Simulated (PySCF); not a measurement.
C₆H₅NO (charge -1 and doublet state).
Cartesian coordinates in Å at the GFN2-xTB level; atoms count from 1:
```xyz
13
C6H5NO angstrom
C      3.6444    0.8330    0.3606
C      2.4400    0.5413    0.4828
C      1.1856    0.0742    0.2344
N      0.1163    0.7736   -0.2178
C     -0.9129   -0.1019   -0.1985
C     -2.2899    0.2827   -0.6387
C     -0.5092   -1.3210    0.2619
O      0.8430   -1.2676    0.5617
H      4.4075    1.2867    0.9593
H     -2.2755    0.6262   -1.6740
H     -2.6744    1.0975   -0.0233
H     -2.9623   -0.5716   -0.5563
H     -1.0170   -2.2527    0.4301
```

The hyperfine couplings belong to this conformer and change with its torsions.

The species is `[H]/[C-]=[C]/c1nc(C)co1` [radical] (charge -1).

Computed, not measured: UKS B3LYP, pcH-1 on C H N O, non-relativistic, mean-field spin-orbit, GIAO (PySCF 2.14.0). Whether the extra electron is bound in the gas phase wasn't checked; a finite basis holds it in any case. The geometry wasn't refined by DFT: couplings that depend on bond lengths, twists or pyramidal angles can differ widely from those at the functional's own minimum, by a factor of two or more for some ions and for spin on atoms past the first row. The frame is twisted about the C2–C3 bond at this geometry (dihedral C1–C2–C3–O8 = 89°); couplings at other torsion angles weren't computed. The SCF solution wasn't tested for stability.

**Question.** Predict the first-order ENDOR lines of C1, C5, C7, C2, C3, C6, N4, H9, H13 and H10/H11/H12 under fast tumbling at B = 3349.4 mT (W band).

**Answer.** For S = 1/2 in fast tumbling each set of equivalent nuclei gives two lines, ν± = |νn ± a/2| to first order, with νn = g_N μN B/h and μN/h = 7.62259 MHz/T.

```json
{"nuclei": "C1", "isotope": "13C", "g_N": "1.4048", "νn (MHz)": "35.87", "a_iso (MHz)": "133.51", "lower line (MHz)": "30.89", "upper line (MHz)": "102.62"}
{"nuclei": "C5", "isotope": "13C", "g_N": "1.4048", "νn (MHz)": "35.87", "a_iso (MHz)": "-17.47", "lower line (MHz)": "27.13", "upper line (MHz)": "44.60"}
{"nuclei": "C7", "isotope": "13C", "g_N": "1.4048", "νn (MHz)": "35.87", "a_iso (MHz)": "15.44", "lower line (MHz)": "28.15", "upper line (MHz)": "43.59"}
{"nuclei": "C2", "isotope": "13C", "g_N": "1.4048", "νn (MHz)": "35.87", "a_iso (MHz)": "-15.25", "lower line (MHz)": "28.24", "upper line (MHz)": "43.49"}
{"nuclei": "C3", "isotope": "13C", "g_N": "1.4048", "νn (MHz)": "35.87", "a_iso (MHz)": "7.30", "lower line (MHz)": "32.22", "upper line (MHz)": "39.52"}
{"nuclei": "C6", "isotope": "13C", "g_N": "1.4048", "νn (MHz)": "35.87", "a_iso (MHz)": "1.35", "lower line (MHz)": "35.19", "upper line (MHz)": "36.54"}
{"nuclei": "N4", "isotope": "14N", "g_N": "0.4038", "νn (MHz)": "10.31", "a_iso (MHz)": "7.60", "lower line (MHz)": "6.51", "upper line (MHz)": "14.11"}
{"nuclei": "H9", "isotope": "1H", "g_N": "5.5857", "νn (MHz)": "142.61", "a_iso (MHz)": "74.08", "lower line (MHz)": "105.57", "upper line (MHz)": "179.65"}
{"nuclei": "H13", "isotope": "1H", "g_N": "5.5857", "νn (MHz)": "142.61", "a_iso (MHz)": "-14.98", "lower line (MHz)": "135.12", "upper line (MHz)": "150.10"}
{"nuclei": "H10/H11/H12", "isotope": "1H", "g_N": "5.5857", "νn (MHz)": "142.61", "a_iso (MHz)": "-5.30", "lower line (MHz)": "139.96", "upper line (MHz)": "145.26"}
```

The rows for 13C, of low natural abundance, apply to labelled samples.

**Question.** Which pairs are centred on the nuclear Larmor frequency, and which on half the coupling?

**Answer.** Centred on νn, since |a| < 2νn: C5, C7, C2, C3, C6, N4, H9, H13 and H10/H11/H12. Centred on |a|/2 and split by 2νn: C1.

Nuclei that the bonding pattern makes equivalent are averaged, as if the motion that swaps them (rotation, inversion, ring flip) were fast. The three 1H nuclei of mean -5.3 MHz run from -7.6 to -1.0 MHz in the frozen geometry.

The SMILES draws the unpaired electron on C2; the largest computed Mulliken spin population is on C1 (0.39 against 0.05).
